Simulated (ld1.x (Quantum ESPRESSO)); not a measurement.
I (Z = 53): variants of one ultrasoft potential

Base potential:

* Element: I
* Generator: ld1.x (Quantum ESPRESSO) 7.5
* Type: ultrasoft
* Functional: PBE
* Relativity: scalar-relativistic
* Frozen core: [Ar] 3d10
* Valence charge: 25
* Reference configuration: 4s2 4p6 4d10 5s2 5p3 (charge +2)
* Partial waves: 4s (bound): rcut 1.00, rcutus 1.10 bohr; 5s (bound): rcut 1.00, rcutus 1.10 bohr; 4p (bound): rcut 1.05, rcutus 1.10 bohr; 5p (bound): rcut 1.05, rcutus 1.10 bohr; 4d (bound): rcut 1.55, rcutus 1.70 bohr; 4d channel at -3 Ry: rcut 1.55, rcutus 1.70 bohr
* Local potential: all-electron potential smoothed inside 1.45 bohr (lloc = -1)
* Core correction: none
* Augmentation charge: PSQ, radius 0.70 bohr

All-electron outer shells of the reference configuration (PBE, scalar-relativistic, ld1.x):

```tsv
shell	level (eV)	outermost node (bohr)	outermost maximum (bohr)
3d	-626.52	–	0.23
4s	-201.00	0.37	0.68
4p	-147.95	0.37	0.72
4d	-70.59	0.35	0.78
5s	-36.00	0.88	1.68
5p	-24.48	0.96	1.92
```

Cutoffs, loose and tight: the cutoffs (Ry, on a coarse ladder) from which the occupation-weighted sum of valence levels, in a spherical-Bessel basis at the reference potential, stays within 10 and 1 mRy of its value at 400 Ry. They do not see the model core or the augmentation charge, which bear on the density cutoff. Test errors are all-electron minus pseudo excitation energies from the reference, over the configurations 4s2 4p6 4d10 5s2 5p5; 4s2 4p6 4d10 5s2 5p4; 4s2 4p6 4d10 5s2 5p2; 4s2 4p6 4d10 5s2 5p1; 4s2 4p6 4d10 5s2 5p5.3; 4s2 4p5 4d10 5s2 5p5; 4s2 4p6 4d10 5s1 5p6. A dash means not determined; rows that change the core or the reference have their own tests.

Cutoffs are not given where the Bessel-basis levels miss the radial ones by over 6 mRy, ghosts where they miss by over 20 mRy; a channel whose overlap is not positive is not tested.

A file whose overlap is not positive is unfit for use, and its test errors describe a broken file.

```csv
change,outcome,"cutoff, loose","cutoff, tight",bound ghosts,largest test error (meV)
base,"generated, overlap not positive",–,–,not determined (overlap not positive),test run stopped at test 1 of 7 (negative rho)
local potential all-electron potential smoothed inside 1.35 bohr (lloc = -1),failed: chargeps: negative rho,–,–,–,–
"core [Kr] 4d10, valence charge 7; reference 5s2 5p5; waves now 5s (bound): rcut 1.20, rcutus 1.65 bohr; 5s channel at 3.2 Ry: rcut 1.20, rcutus 1.65 bohr; 5p (bound): rcut 1.70, rcutus 2.10 bohr; 5p channel at 1.25 Ry: rcut 1.70, rcutus 2.10 bohr; local potential all-electron potential smoothed inside 1.25 bohr (lloc = -1); augmentation PSQ, radius 1.30 bohr",failed: chargeps: negative rho,–,–,–,–
"all radii scaled by about 0.78 (s 0.86, p 0.86, d 1.34 bohr, rcut 0.78/0.82/1.22); local potential all-electron potential smoothed inside 1.14 bohr (lloc = -1); augmentation PSQ, radius 0.54 bohr",failed: chargeps: negative rho,–,–,–,–
functional LDA (PZ),"generated, overlap not positive",–,–,not determined (overlap not positive),test run stopped at test 1 of 9 (negative rho)
"waves 4s (bound): rcut 1.00, rcutus 1.50 bohr; 5s (bound): rcut 1.00, rcutus 1.50 bohr",failed: chargeps: negative rho,–,–,–,–
"wave 4d channel at -3 Ry: rcut 1.55, rcutus 1.70 bohr becomes 4d channel at -5.06 Ry: rcut 1.55, rcutus 1.70 bohr","generated, overlap not positive",–,–,not determined (overlap not positive),-119
```

Question: What comes out with this change to the base: local potential all-electron potential smoothed inside 1.72 bohr (lloc = -1)?

Answer: outcome: generated; cutoff, loose: 100 Ry; cutoff, tight: 180 Ry; bound ghosts: none; largest test error (meV): test run stopped at test 1 of 7 (negative rho).
